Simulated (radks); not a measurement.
Values are calculated unless marked as measured or tabulated.
Au, 79 electrons, occupied as [Xe] 4f14 5d10 6s1.

Code: a radial shooting solver on a logarithmic mesh with Libxc functionals. Model: Dirac Kohn-Sham, PBE, spin-unpolarised, spherical densities, finite nucleus; Fermi nuclear charge, rms radius 5.4371 fm.

Energy parts (eV):
part                       energy
total                  -518208.08
kinetic                 594921.44
electron-nucleus      -1304920.42
Hartree                 201734.83
exchange-correlation     -9943.93

Orbitals (lengths in bohr, moments of r in powers of bohr; r(max) is where P^2 peaks):
orbital  occ.  eigenvalue (eV)   r(max)   <1/r>
1s1/2       2        -80609.58  0.01042   95.68
2s1/2       2        -14212.18  0.06039   23.52
2p1/2       2        -13632.82  0.04446   23.49
2p3/2       4        -11797.36  0.05184   19.14
3s1/2       2        -3354.110   0.1699   8.634
3p1/2       2        -3092.627   0.1586   8.549
3p3/2       4        -2687.601   0.1735   7.416
3d3/2       4        -2251.922   0.1352   7.314
3d5/2       6        -2164.865   0.1393   7.055
4s1/2       2        -727.9242   0.3832   3.653
4p1/2       2        -616.2074   0.3814   3.544
4p3/2       4        -519.0857   0.4122   3.151
4d3/2       4        -335.9395   0.4052   2.947
4d5/2       6        -317.8501   0.4147   2.857
5s1/2       2        -108.0313   0.8492   1.477
4f5/2       6         -83.0316   0.3733   2.481
4f7/2       8         -79.2203   0.3779   2.445
5p1/2       2         -71.8193   0.8975   1.349
5p3/2       4         -55.3511   0.9777   1.203
5d3/2       4          -7.8394    1.193  0.8511
5d5/2       6          -6.3138    1.234  0.8087
6s1/2       1          -5.7747    2.319  0.4460

The highest occupied level is 6s1/2 at -5.775 eV. The electron density at the nucleus is 2.143e+06 e/bohr^3.
